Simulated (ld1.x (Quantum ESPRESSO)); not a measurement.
# What one change does to a pseudopotential (molybdenum (Mo), TM)

ld1.x (Quantum ESPRESSO) 7.5 input, shortened:

```
&input
   title='Mo', zed=42., rel=1, dft='PBESOL', iswitch=3,
   config='[Kr] 4d3 5s0 5p0'
 /
 &inputp
   pseudotype=2, tm=.true., lloc=-1, rcloc=1.15,
   nlcc=.false.
 /
3
5S  1  0   0.00   0.00  2.40  2.40  0.0
5P  2  1   0.00   0.00  3.15  3.15  0.0
4D  3  2   3.00   0.00  1.30  1.30  0.0
 &test
   configts(1)='4d3 5s0 5p0'
 /
```

All-electron outer shells of the reference configuration (PBEsol, scalar-relativistic, ld1.x):

| shell | level (eV) | outermost node (bohr) | outermost maximum (bohr) |
| --- | --- | --- | --- |
| 4p | -69.97 | 0.52 | 1.06 |
| 4d | -32.88 | 0.53 | 1.32 |
| 5s | -26.54 | 1.30 | 2.46 |
| 5p | -20.47 | 1.46 | 2.86 |

Change: local potential the d channel.

Cutoffs: the cutoffs (Ry, on a coarse ladder) from which the occupation-weighted sum of valence levels, in a spherical-Bessel basis at the reference potential, stays within 10 and 1 mRy of its value at 400 Ry; they do not see the model core or the augmentation charge, which bear on the density cutoff. Errors are all-electron minus pseudo energies relative to the spin-unpolarised reference configuration.

Q: What does the change do?

A: The potential gets neither clearly harder nor softer (50 Ry and 70 Ry → 50 Ry and 70 Ry); both files keep a bound ghost (p, s); of the 7 tests that both files solve, the error grows in 1 and shrinks in 4 by more than 15 % and 0.3 meV (median size 195.4 → 163.6 meV).

| quantity | base | changed |
| --- | --- | --- |
| cutoff, loose | 50 Ry | 50 Ry |
| cutoff, tight | 70 Ry | 70 Ry |
| bound ghosts | s, p | s, p |
| error for 4d5 5s1 5p0, meV [ΔE -49.08 eV] | +348 | +292 |
| error for 4d5 5s0 5p0, meV [ΔE -42.18 eV] | +20 | +15 |
| error for 4d4 5s0 5p0, meV [ΔE -26.72 eV] | -0.3 | -1.7 |
| error for 4d5 5s0.5 5p0, meV [ΔE -46.34 eV] | +195 | +164 |
| error for 4d4 5s2 5p0, meV [ΔE -48.91 eV] | +559 | +474 |
| error for 4d2 5s0 5p0, meV [ΔE 39.47 eV] | +16 | +15 |
| error for 4d5.5 5s0.5 5p0, meV [ΔE -48.80 eV] | +221 | +188 |
| s: phases at 3.38 bohr within 0.05 rad from the reference energy up to (Ry; the scan ends near 5) | -1.3 | -0.4 |
| p: phases at 3.38 bohr within 0.05 rad from the reference energy up to (Ry; the scan ends near 5) | 0.0 | 0.7 |
| d: phases at 3.38 bohr within 0.05 rad from the reference energy up to (Ry; the scan ends near 5) | 3.0 | 3.2 |

 A true bound ghost makes a file unfit for plane-wave use even where its test errors are small: the radial tests pick states by their node count and pass the ghost by.
